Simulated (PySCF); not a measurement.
C₂HNSe.
InChI=1S/C2HNSe/c3-1-2-4/h2H

Level of theory: PBE0-D3(BJ)/def2-SVP geometry optimisation, gas phase in PySCF 2.14.0.

Masses are those of the commonest isotopes; rigid-rotor values at the optimised geometry. 

(1) Give the principal moments of inertia and the rotational constants in GHz.

(2) What kind of rotor is it?

(3) Is it planar, by Δ = Ic − Ia − Ib?

(4) Give the coordinates in the principal-axis frame, origin at the centre of mass.

(5) List the rotational levels J(Ka,Kc) to J = 4 (MHz).

(6) Predict some low-J microwave lines.

(7) Estimate the classical rotational partition function at 10 K, 25 K and 298.15 K.

Results:

(1) Ia = 13.67, Ib = 233.40, Ic = 247.07 u·Å²; 505379 MHz·u·Å²/I gives 36958, 2165 and 2045 MHz, that is A = 36.958, B = 2.1653, C = 2.0455 GHz.

(2) A near-prolate asymmetric top; Ray's κ = -0.993.

(3) Planar: Δ = Ic − Ia − Ib = 0.00 u·Å². For a rigid frame Δ = −2 Σ m c², so it vanishes when all atoms lie in the ab plane; here none is more than 0.01 Å from it.

(4) The sense of each axis is arbitrary; atoms in the order of the calculation.
```csv
atom,mass (u),a (Å),b (Å),c (Å)
N1,14.003,2.932,-0.397,0.000
C2,12.000,1.893,0.124,0.000
C3,12.000,0.629,0.771,0.000
Se4,79.917,-0.901,-0.089,0.000
H5,1.008,0.666,1.870,-0.001
```

(5) Above 0(0,0):
J = 1: 1(0,1) 4211, 1(1,1) 39003, 1(1,0) 39123
J = 2: 2(0,2) 12632, 2(1,2) 47305, 2(1,1) 47664, 2(2,1) 152041, 2(2,0) 152041
J = 3: 3(0,3) 25263, 3(1,3) 59757, 3(1,2) 60476, 3(2,2) 164674, 3(2,1) 164675, 3(3,1) 338935, 3(3,0) 338935
J = 4: 4(0,4) 42103, 4(1,4) 76360, 4(1,3) 77559, 4(2,3) 181517, 4(2,2) 181521, 4(3,2) 355779, 4(3,1) 355779, 4(4,1) 599743, 4(4,0) 599743
Those of J = 1 are B + C, A + C and A + B.

(6) The dipole components are |μa| = 2.01 D, |μb| = 1.71 D, |μc| = 0.00 D; the mirror of this Cs structure is the ab plane, so μc vanishes by symmetry and there are no c-type lines. The squared components, which scale the intensities, stand as 1.00 : 0.72 (a : b). Some lines, for components of 0.1 D or more:

```
type  branch         J(Ka,Kc)     MHz  lower level (cm⁻¹)
   a       Q  2(1,1) ← 2(1,2)     360               1.578
   a       R  2(0,2) ← 1(0,1)    8421               0.140
   a       R  3(0,3) ← 2(0,2)   12631               0.421
   a       R  4(2,3) ← 3(2,2)   16843               5.493
   a       R  4(3,2) ← 3(3,1)   16844              11.306
   b       Q  2(1,1) ← 2(0,2)   35032               0.421
   b       Q  3(2,1) ← 3(1,2)  104199               2.017
   b       R  3(2,1) ← 2(1,2)  117370               1.578
   b       R  4(2,2) ← 3(1,3)  121764               1.993
   b       Q  4(3,2) ← 4(2,3)  174262               6.055
   b       R  3(3,0) ← 2(2,1)  186894               5.072
   b       R  4(3,1) ← 3(2,2)  191105               5.493
```

(7) Point group Cs, symmetry number σ = 1; q = (√π/σ)·√((kT/h)³/(ABC)), k/h = 20836.6 MHz/K: 417 at 10 K, 1650 at 25 K, 67800 at 298.15 K.

No PBE0-D3(BJ)/def2-SVP frequencies stand behind this structure, so it isn't proved a minimum. No vibrational averaging or centrifugal distortion is included, and the geometry carries the error of its method. Quadrupole hyperfine structure (14N) is left out.
